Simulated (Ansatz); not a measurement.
`F[Si](Cl)(Cl)O[SiH3]` + `C[SiH2]F` → `F[SiH2][Si](F)(Cl)Cl` + `CO[SiH3]` at 298.15 K and 1 bar (redistribution).

Isolated molecules relaxed with PBE0-D4/def2-TZVP in Ansatz; ΔE leaves out vibrations. CCSD(T)/CBS is the MP2 limit (def2-TZVPP, def2-QZVPP) plus CCSD(T) − MP2 in def2-TZVPP, frozen cores. One conformer a species, not always the lowest.

```
               species  CCSD(T)/CBS energy (Eh)  H − E (kJ/mol)  S (J/(mol·K))
`F[Si](Cl)(Cl)O[SiH3]`              -1674.75713           123.4          416.1
            `C[SiH2]F`               -430.00374           162.8          286.2
`F[SiH2][Si](F)(Cl)Cl`              -1698.73366            96.7          397.6
            `CO[SiH3]`               -405.93001           192.4          298.5
```

H − E and S are ideal-gas, rigid-rotor, harmonic terms from PBE0-D4/def2-TZVP, for one conformer and one mirror image of each species. 1 Eh = 2625.50 kJ/mol, R = 8.31446 J/(mol·K).

Q: By hand: ΔE, ΔH, ΔS and ΔG.

A: ΔE = (-1698.73366) + (-405.93001) − (-1674.75713) − (-430.00374) = 0.09720 Eh = 255.2 kJ/mol. Δ(H − E) = 96.7 + 192.4 − 123.4 − 162.8 = 2.9, so ΔH = 258.1 kJ/mol. ΔS = 397.6 + 298.5 − 416.1 − 286.2 = -6.2 J/(mol·K). ΔG = 258.1 − 298.15 × (-6.2)/1000 = 259.9 kJ/mol.

Q: By hand: the equilibrium constant, and the temperature at which ΔG would vanish if ΔH and ΔS stayed fixed.

A: log₁₀ K = −ΔG/(RT ln 10) = -45.5. ΔH and −TΔS have one sign here, so there is no such temperature.

The number of gas molecules stays the same, so ΔS is small and ΔH decides. A doubt of 5 kJ/mol in ΔE shifts log₁₀ K by 0.9 here. Other conformers and mirror images would add mixing entropy, several J/(mol·K) or more a flexible species. Modes under 60 cm⁻¹, often nearly free rotors, make the harmonic entropy too high. These are equilibria of isolated gas molecules and say nothing of rates. Largest T1 diagnostic: 0.011 (customary marks: 0.02 for closed shells, 0.045 for open ones).

ΔS is within the doubt of such terms, so its sign, and with it that verdict, could turn.
